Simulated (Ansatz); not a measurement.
Consider the isomerisation: `CBC(N)C#N` → `BC=C(N)C=N`.

Computed with Ansatz on PBE0-D4/def2-TZVP structures; ΔE is electronic, products minus reactants. CCSD(T)/CBS is the MP2 limit (def2-TZVPP, def2-QZVPP) plus CCSD(T) − MP2 in def2-TZVPP, frozen cores. Each species was taken in one conformer, which may not be the lowest.

| species | MP2/CBS(def2) energy (Eh) |
| --- | --- |
| `CBC(N)C#N` | -252.45594 |
| `BC=C(N)C=N` | -252.43259 |

(1) Work out ΔE.

Largest T1 diagnostic among the species: 0.014.

Answers

(1) ΔE = (-252.43259) − (-252.45594) = 0.02335 Eh = +61.3 kJ/mol. CCSD(T)/CBS gives +53.4 kJ/mol.

In def2-TZVPP, CCSD(T) changes the Hartree–Fock value by −11.9 kJ/mol (the triples alone add −7.5 kJ/mol) and MP2 by −4.0 kJ/mol. From PBE to PBE0 (25 % exact exchange), in def2-TZVPP and without D4, ΔE moves by +11.5 kJ/mol.
